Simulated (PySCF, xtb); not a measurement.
F₂H₃NOSi, SMILES F[Si](F)(N)O. One conformer was computed; it need not be the lowest.

Harmonic wavenumbers (cm⁻¹) from GFN2-xTB (xtb) at its own minimum, in rising order: 74, 190, 203, 252, 277, 295, 298, 480, 755, 793, 803, 908, 954, 1025, 1498, 3505, 3539, 3652.

**Question.** What does r2SCAN-D4/def2-SVP (PySCF) give at its own minimum? (Estimate from the structure and the level; the computed values follow.)

**Answer.** 153, 201, 230, 270, 329, 359, 361, 374, 760, 769, 817, 932, 996, 1022, 1525, 3622, 3728, 3890. Paired by order, the mean absolute difference is 61 cm⁻¹ and the zero-point energies are 27.9 and 29.1 kcal/mol.
